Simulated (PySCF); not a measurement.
Vertical excitation energies

Species: C₅H₇N₃O.
Numbering: `[CH3:1][O:2][c:3]1[n:4][n:5][cH:6][n:7][c:8]1[CH3:9]` (hydrogens: H10, H11, H12 on C1; H13 on C6; H14, H15, H16 on C9)

Cartesian coordinates in Å at the GFN2-xTB level; atoms count from 1:
```
atom  x, y, z in Å
C1    -2.047   -1.582    0.126
O2    -1.409   -0.315    0.113
C3    -0.081   -0.331   -0.008
N4     0.563   -1.479   -0.111
N5     1.870   -1.475   -0.230
C6     2.499   -0.330   -0.242
N7     1.932    0.878   -0.143
C8     0.625    0.907   -0.024
C9    -0.083    2.208    0.093
H10   -1.687   -2.184    0.962
H11   -3.110   -1.378    0.230
H12   -1.847   -2.120   -0.803
H13    3.574   -0.359   -0.341
H14   -0.638    2.242    1.029
H15    0.635    3.021    0.056
H16   -0.804    2.308   -0.717
```

The calculation used PySCF, TDDFT wB97X-D/def2-SVPD, vertical, gas phase, core orbitals frozen in the response.

Q: Predict the UV-vis stick spectrum at this level.

A: 

```csv
state,E (eV),λ (nm),f,symmetry,"main configurations (H = HOMO, L = LUMO)"
S1,3.50,354.3,0.0045,A″,H→L (99%)
S2,4.49,275.9,0.0001,–,H→L+1 (99%)
S3,5.18,239.5,0.110,A′,H-1→L (93%)
S4,5.75,215.6,0.0002,–,H-2→L (95%)
S5,6.32,196.1,0.176,A′,H-1→L+1 (90%)
S6,6.45,192.3,0.0001,–,H-4→L (95%)
S7,6.88,180.2,0.0014,–,H-2→L+1 (97%)
S8,7.07,175.3,0.011,A′,"H→L+2 (70%), H→L+4 (17%)"
```

Triplets, Tamm–Dancoff:

| state | E (eV) | λ (nm) | main configurations (H = HOMO, L = LUMO) |
| --- | --- | --- | --- |
| T1 | 2.90 | 427.6 | H→L (96%) |
| T2 | 3.80 | 326.2 | H-1→L (95%) |
| T3 | 4.14 | 299.5 | H→L+1 (94%) |

The lowest singlet lies at 3.50 eV (354 nm, ultraviolet) and is very weak; its leading configuration is HOMO→LUMO (99%). The strongest level in the table is S5 at 6.32 eV (196 nm, f = 0.176). Löwdin shares by element: HOMO nitrogen 76%, carbon 7% or more (atoms not listed hold the other 17%); LUMO nitrogen 58%, carbon 22% or more (atoms not listed hold the other 20%). The listed states span 3.57 eV, and the widest gap between neighbours is 0.99 eV (S1 to S2). Orbital energies (eV): HOMO-3 -11.56, HOMO-2 -11.01, HOMO-1 -9.41, HOMO -8.73, LUMO 0.03, LUMO+1 1.05, LUMO+2 2.19. The oscillator strengths of these states sum to 0.303; summed over the whole spectrum of an exact calculation they would give the number of electrons, 66 (Thomas–Reiche–Kuhn). No computed singlet lies in the visible range (380 to 750 nm); the lowest, at 354 nm, stands 0.24 eV above its violet end (3.26 eV); a Tamm–Dancoff triplet lies at 428 nm, without intensity as long as spin–orbit coupling is left out. Symmetry labels in Cs follow from the direction of the transition dipole and are given only for states with f of 0.002 or more. Singlets were solved by full linear response, triplets in the Tamm–Dancoff approximation.

One conformer stands for the species.
